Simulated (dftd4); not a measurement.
H$_{3}$B, charge +1, doublet, geometry from GFN2-xTB (a state made from the parent by changing its charge; the spin is typed, not shown lowest); D4 for pbe (dftd4).

dftd4 was given this input:
```
$ dftd4 mol.xyz --func pbe --charge 1 --json dftd4.json --noedisp

# file mol.xyz
4

B      0.03835502     0.03398175    -0.03634696
H     -1.14157844    -0.19839382    -0.05654116
H      0.19951765    -0.63625243     0.94928073
H      0.75028569     0.66473750    -0.71100478
```

Output, abridged:

```
                    ____  _____ _____     ____  _  _
      -------------|  _ \|  ___|_   _|---|  _ \| || |------------
     |             | | | | |_    | | ___ | | | | || |_           |
     |             | |_| |  _|   | ||___|| |_| |__   _|          |
     |             |____/|_|     |_|     |____/   |_|            |
     |             ===================================           |
     |            E. Caldeweyher, S. Ehlert & S. Grimme          |
     |          Mulliken Center for Theoretical Chemistry        |
     |                    University of Bonn                     |
      -----------------------------------------------------------

Rational (Becke-Johnson) damping: pbe-D4-ATM
---------------------
  s6         1.0000
  s8         0.9595
  s9         1.0000
  a1         0.3857
  a2         4.8069
 alp        16.0000
--------------------

Dispersion energy:      -3.2665979152251E-04 Eh

[Info] JSON dump of results written to 'dftd4.json'
```
